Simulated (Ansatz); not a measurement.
`C[SiH](S)S` + HCl → `C[SiH](S)Cl` + H₂S  (ligand exchange at the Si–S bond)

Program: Ansatz. Geometries: PBE0-D4/def2-TZVP. ΔE: electronic, gas phase. CCSD(T)/CBS adds triple-zeta CCSD(T) − MP2 to the extrapolated MP2 energy (def2 sets, frozen cores). This one scheme is used for every species. DFT in def2-TZVPP. B3LYP here is the variant with VWN-RPA as its local correlation; programs differ in this. HSE06 is defined as in plane-wave codes. One conformer a species, not always the lowest.

| level | ΔE (kJ/mol) | difference from CCSD(T)/CBS |
| --- | --- | --- |
| PBE-D4 | -33.5 | 4.5 |
| revPBE-D4 | -32.4 | 5.6 |
| BLYP-D4 | -37.6 | 0.4 |
| r2SCAN-D4 | -38.0 | 0.0 |
| B97M-V | -39.9 | -1.9 |
| PBE0-D4 | -35.0 | 3.0 |
| B3LYP-D4 | -38.9 | -0.9 |
| r2SCANh-D4 | -38.1 | -0.1 |
| r2SCAN0-D4 | -38.4 | -0.4 |
| HSE06-D4 | -35.0 | 3.0 |
| BHLYP-D4 | -41.4 | -3.4 |
| CAM-B3LYP-D4 | -41.2 | -3.2 |
| ωB97X-V | -39.9 | -1.9 |
| ωB97M-V | -40.6 | -2.6 |
| B2PLYP | -40.8 | -2.8 |
| PBE-QIDH | -37.4 | 0.6 |
| PBE | -35.5 | 2.5 |
| revPBE | -36.2 | 1.8 |
| BLYP | -41.6 | -3.6 |
| r2SCAN | -38.5 | -0.5 |
| PBE0 | -36.9 | 1.1 |
| B3LYP | -42.2 | -4.2 |
| r2SCANh | -38.8 | -0.8 |
| r2SCAN0 | -39.1 | -1.1 |
| HSE06 | -36.8 | 1.2 |
| CAM-B3LYP | -43.1 | -5.1 |
| HF/def2-SVP | -48.1 | -10.1 |
| MP2/def2-SVP | -38.3 | -0.3 |
| CCSD/def2-SVP | -40.2 | -2.2 |
| HF/def2-TZVPP | -48.4 | -10.4 |
| MP2/def2-TZVPP | -37.2 | 0.8 |
| SCS-MP2/def2-TZVPP | -39.4 | -1.4 |
| CCSD/def2-TZVPP | -39.0 | -1.0 |
| CCSD(T)/def2-TZVPP | -37.3 | 0.7 |
| HF/def2-QZVPP | -49.1 | -11.1 |
| MP2/def2-QZVPP | -37.9 | 0.1 |
| SCS-MP2/def2-QZVPP | -40.0 | -2.0 |
| HF/CBS(def2) | -49.1 | -11.1 |
| MP2/CBS(def2) | -37.9 | 0.1 |
| CCSD/CBS(def2) | -39.7 | -1.7 |
| CCSD(T)/CBS | -38.0 | 0 |

What do rigid-rotor, harmonic-oscillator terms from PBE0-D4/def2-TZVP frequencies (298.15 K, 1 bar) make of the CCSD(T)/CBS value? (Estimate.)

Ansatz gave: ΔZPE = +0.7 kJ/mol, ΔH = -37.8 kJ/mol, ΔS = 8 J/(mol·K), ΔG = -40.2 kJ/mol.

Largest T1 diagnostic among the species: 0.011.

The D4 term adds +3.2 kJ/mol with B3LYP and +1.8 kJ/mol with PBE0; it sums over pairs of atoms, weighted by their polarisabilities, and B3LYP, whose exchange is more repulsive, gets the larger term. In def2-TZVPP, CCSD(T) changes the Hartree–Fock value by +11.1 kJ/mol (the triples alone add +1.7 kJ/mol) and MP2 by +11.1 kJ/mol.
